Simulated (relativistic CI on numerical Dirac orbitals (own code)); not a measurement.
## Mn2+ in a cubic cluster: 2p photoemission with charge transfer

Computed with a charge-transfer multiplet model of a cubic metal-ligand cluster with up to one ligand hole, Slater and spin-orbit integrals from Dirac-Coulomb-Breit ions, Slater integrals scaled by 0.9. The ground state mixes d5 with configurations of k ligand holes L, whose averages lie at kΔ + k(k − 1)U_dd/2; a core hole lowers each added d electron by U_cd. 300 K, Lorentzian 0.6 eV and Gaussian 0.8 eV FWHM.

Atomic integrals in eV (Slater integrals scaled, ζ unscaled), ground: F2dd 9.229, F4dd 5.732, zeta_d 0.037; with the core hole: F2dd 10.932, F4dd 6.843, zeta_d 0.060, zeta_core 6.788, F2cd 6.321, G1cd 4.735, G3cd 2.690.

Cluster parameters (eV): U_dd = 5.2, U_cd = 6.3, 10Dq = 1.4, 10Dq(ligand) = 1.4, V(eg) = 2.85, V(t2g) = -1.36, final-state hopping factor = 0.8.

```
      Case   n_d    d5   d6L     S
Δ = 2.3 eV  5.28  0.72  0.28  2.50
Δ = 3.3 eV  5.24  0.76  0.24  2.50
Δ = 4.3 eV  5.21  0.79  0.21  2.50
```

Weights, n_d and S are thermal averages at 300 K. Binding energies count from the first peak over 30 % of the highest in each spectrum, which can be another peak from case to case. The parameters are a model scan and need not match a compound or its usual spin state. Peaks in eV (height, largest 100):
- Δ = 2.3 eV: 0.0 (100), 4.9 (16), 7.5 (20), 12.2 (45), 13.4 (41), 19.9 (5), 21.0 (6)
- Δ = 3.3 eV: 0.0 (100), 5.3 (15), 7.4 (19), 12.1 (43), 13.4 (41), 20.8 (5)
- Δ = 4.3 eV: 0.0 (100), 1.0 (79), 5.8 (14), 7.6 (17), 12.2 (43), 13.5 (41)

Curve for Δ = 3.3 eV (points under 2 left out, the grid thinned):

E (eV), Intensity and a bar:
```
     -3.4        2.1 
     -2.8        2.9 
     -2.2        4.6 #
     -1.7        7.6 ##
     -1.1       19.8 #####
     -0.5       67.9 ####################
      0.0      100.0 ##############################
      0.6       78.6 #######################
      1.2       73.2 ######################
      1.8       64.9 ###################
      2.4       50.2 ###############
      2.9       31.8 #########
      3.5       21.7 ######
      4.1       16.2 ####
      4.6       14.2 ####
      5.2       14.8 ####
      5.8       13.6 ####
      6.4       12.9 ###
      7.0       16.7 ####
      7.5       18.7 #####
      8.1       14.7 ####
      8.7       12.8 ###
      9.2       11.7 ###
      9.8       10.9 ###
     10.4       11.5 ###
     11.0       18.3 #####
     11.6       35.2 ##########
     12.1       43.4 #############
     12.7       39.7 ############
     13.3       40.7 ############
     13.8       36.5 ###########
     14.4       21.4 ######
     15.0       13.5 ####
     15.6        9.4 ##
     16.2        7.3 ##
     16.7        6.4 #
     17.3        5.0 #
     17.9        4.1 #
     18.4        3.7 #
     19.0        3.8 #
     19.6        4.8 #
     20.2        4.5 #
     20.8        5.0 #
     21.3        4.1 #
     21.9        2.2
```

For the case Δ = 4.3 eV, Δ = 4.3 eV is smaller than U_dd = 5.2 eV, the charge-transfer side of the Zaanen-Sawatzky-Allen scheme. With the core hole the configuration with one ligand hole lies at Δ − U_cd = -4.0, -3.0, -2.0 eV from the one without, in the order of the table; where this is negative the screened configuration lies lower, though the effective hopping of about 3.6 eV (from the holes of the mixed ground state) mixes the two strongly wherever it is as large as the gap.

With at most 1 ligand hole the space is cut while the next configuration still counts, so covalency is underestimated, and a final configuration with one more ligand hole, which can lie low, is missing from the spectra.
